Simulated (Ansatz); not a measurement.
Reaction (redistribution): `[AlH2][O][SnH2][SiH3]` + `CC[Si]OC` → `CC[Si]O[SiH3]` + `[CH3][SnH2][O][AlH2]`

Program: Ansatz. Geometries: PBE0-D4/def2-TZVP. ΔE: electronic, gas phase. CCSD(T)/CBS adds triple-zeta CCSD(T) − MP2 to the extrapolated MP2 energy (def2 sets, frozen cores). Functionals use def2-TZVPP. B3LYP here is the variant with VWN-RPA as its local correlation; programs differ in this. def2 core potentials past Kr. For Sn outer-core shells are correlated without core-valence functions, which leaves a few kJ/mol of doubt a bond. One conformer a species, not always the lowest.

| level | ΔE (kcal/mol) | difference from CCSD(T)/CBS |
| --- | --- | --- |
| PBE-D4 | -30.4 | 7.6 |
| r2SCAN-D4 | -35.0 | 3.0 |
| PBE0-D4 | -32.8 | 5.2 |
| B3LYP-D4 | -35.4 | 2.6 |
| ωB97X-V | -35.6 | 2.4 |
| ωB97M-V | -36.9 | 1.1 |
| B2PLYP | -37.2 | 0.8 |
| PBE | -30.3 | 7.7 |
| r2SCAN | -34.9 | 3.1 |
| PBE0 | -32.7 | 5.3 |
| B3LYP | -35.1 | 2.9 |
| HF/def2-TZVPP | -40.6 | -2.6 |
| MP2/def2-TZVPP | -40.1 | -2.1 |
| SCS-MP2/def2-TZVPP | -39.8 | -1.8 |
| CCSD/def2-TZVPP | -38.3 | -0.3 |
| CCSD(T)/def2-TZVPP | -37.6 | 0.4 |
| HF/def2-QZVPP | -41.2 | -3.2 |
| MP2/def2-QZVPP | -40.5 | -2.5 |
| SCS-MP2/def2-QZVPP | -40.3 | -2.3 |
| HF/CBS(def2) | -41.3 | -3.3 |
| MP2/CBS(def2) | -40.5 | -2.5 |
| CCSD/CBS(def2) | -38.7 | -0.7 |
| CCSD(T)/CBS | -38.0 | 0 |

Largest T1 diagnostic among the species: 0.014.

From PBE to PBE0 (25 % exact exchange), in def2-TZVPP and without D4, ΔE moves by −2.4 kcal/mol.
